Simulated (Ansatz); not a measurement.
The cluster Ge₅Se (the lowest singlet isomer of a short search). Total charge 0; singlet. Geometry r2SCAN-D4/def2-SVP, basis def2-TZVP, Ansatz.

```xyz
6

Ge    0.576   -1.072    0.958
Ge   -1.407   -0.181   -0.645
Ge   -1.696    0.696    1.505
Ge    0.374   -1.528   -1.719
Ge    0.470    1.710    0.859
Se    1.683    0.375   -0.959
```

```json
{"run": "A", "HOMO (eV)": "-5.44", "LUMO (eV)": "-3.43"}
{"run": "B", "HOMO (eV)": "-5.99", "LUMO (eV)": "-2.80"}
{"run": "C", "HOMO (eV)": "-6.55", "LUMO (eV)": "-2.02"}
{"run": "D", "HOMO (eV)": "-6.15", "LUMO (eV)": "-2.86"}
{"run": "E", "HOMO (eV)": "-5.20", "LUMO (eV)": "-3.36"}
```

Another isomer (singlet) lies 0.04 eV lower at PBE0-D4/def2-TZVP; other spin states weren't run for this one.

Q: The runs used BHLYP, PBE, PBE0, r2SCAN, r2SCAN0. Estimate which is which.

A: A r2SCAN (0 % exact exchange); B PBE0 (25 % exact exchange); C BHLYP (50 % exact exchange); D r2SCAN0 (25 % exact exchange); E PBE (0 % exact exchange). Exact exchange lowers occupied and raises empty levels; among semilocal functionals meta-GGAs tend to open the gap a little, and such runs are hard to tell apart. The gap grows from 1.83 eV (PBE) to 4.53 eV (BHLYP).
